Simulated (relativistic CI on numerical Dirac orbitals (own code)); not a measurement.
## One change at a time: Ce³⁹⁺

Base calculation: Dirac-Coulomb-Breit CI, separate exchange-only KLI orbitals for each configuration, QED by a radiative potential, unscaled Slater integrals.

Configuration list (outside the closed core [Ne]): 3s2 3p6 3d, 3s2 3p5 3d2, 3s 3p6 3d2, 3s2 3p6 4s, 3s2 3p6 4p, 3s2 3p6 4d, 3s2 3p5 3d 4s, 3s2 3p6 4f, 3s2 3p5 3d 4p, 3s2 3p5 3d 4d, 3s 3p6 3d 4s, 3p6 3d2 4p, 3s2 3p5 3d 4f, 3s 3p6 3d 4p, 3s 3p6 3d 4d, 3s2 3p6 5s, 3s2 3p6 5p, 3s 3p6 3d 4f, 3s2 3p6 5d, 3s2 3p6 5f, 3s2 3p6 5g, 3p6 3d3, 3p5 3d4, 3p5 3d3 4s, 3p6 3d2 4s, 3p5 3d2 4s2, 3p6 3d2 4d, 3p5 3d3 4d, 3p5 3d2 4s 4d. Double excitations out of closed p, d and f shells are left out; levels of such configurations are missing from the list, as are those of other unlisted configurations, and high levels can miss mixing partners. These lack a partner that the ground configuration has and come out too high: 3s2 3p5 3d 4p, 3s2 3p5 3d 4f.

The lowest level and the first level of each name with at least 55 % of one term (blank where a level has no safe partner in the second run):

```csv
Level,Base (eV),Shift (eV)
3s2 3p6 3d 2D_3/2,0.000,0.000
3s2 3p6 3d 2D_5/2,24.015,-0.067
3s2 3p5 3d2 4D°_1/2,181.490,+0.241
3s2 3p5 3d2 4G°_9/2,206.859,+0.185
3s2 3p5 3d2 4G°_11/2,213.784,+0.177
3s2 3p5 3d2 2H°_11/2,233.304,+0.130
3s2 3p5 3d2 2P°_1/2,244.765,+0.129
3s2 3p5 3d2 2F°_5/2,245.425,+0.173
3s 3p6 3d2 4F_3/2,445.345,+1.880
3s 3p6 3d2 4F_5/2,451.155,+1.874
3s 3p6 3d2 4P_1/2,464.562,+1.870
3s 3p6 3d2 4F_7/2,467.613,+1.815
3s 3p6 3d2 4P_3/2,476.710,+1.819
3s 3p6 3d2 4F_9/2,477.615,+1.803
```

At this charge energies of transitions that change n are usually good to better than 1 %, and those within a shell (Δn = 0) to a few per cent.

(1) One thing was changed in a second run, which moved the levels as shown. Which?
A. configuration mixing switched off
B. non-relativistic limit
C. Breit term removed
D. P86 correlation estimate
E. QED terms removed

Results:

(1) E. QED terms removed. QED shifts follow the density of s (and p1/2) electrons at the nucleus, so configurations move by their count of such electrons; where none moves, the smaller shifts of p3/2 electrons and of j = l + 1/2 against j = l − 1/2 set the pattern.

LS names give the leading component of a level, which can be under half, so a name can repeat, a term be missing and a line seem to break the LS rules.
